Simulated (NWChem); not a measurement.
System: SnI3 cation; SMILES [I][Sn+]([I])[I]

Here is an NWChem input.

```
start job
memory heap 200 mb stack 900 mb global 1100 mb
charge 1
geometry units angstroms
  Sn    -0.000020     0.000003     0.000009
  I      2.549264    -0.469743    -0.791429
  I     -0.970518    -1.200908     2.227482
  I     -1.578746     1.670650    -1.436054
end
basis spherical
  * library def2-svp
end
ecp
  Sn library def2-ecp
  I library def2-ecp
end
dft
  xc pbe0
  iterations 150
end
driver
  maxiter 120
end
task dft optimize
dft
  grid fine
  convergence energy 1d-8 density 1d-7
end
task dft freq numerical
```

def2 effective core potentials on Sn, I; no spin-orbit coupling.

The level has its own optimisation; frequencies are unscaled.

Problem. Predict the main results of this run. (PBE0/def2-SVP with def2 effective core potentials on Sn, I.) Quantities: r I–Sn (Å); highest harmonic frequency (cm⁻¹); lowest (cm⁻¹); zero-point energy (kcal/mol).

Solution. 
```json
{
  "r I–Sn (Å)": "2.607",
  "highest harmonic frequency (cm⁻¹)": "261",
  "lowest (cm⁻¹)": "52",
  "zero-point energy (kcal/mol)": "1.2"
}
```
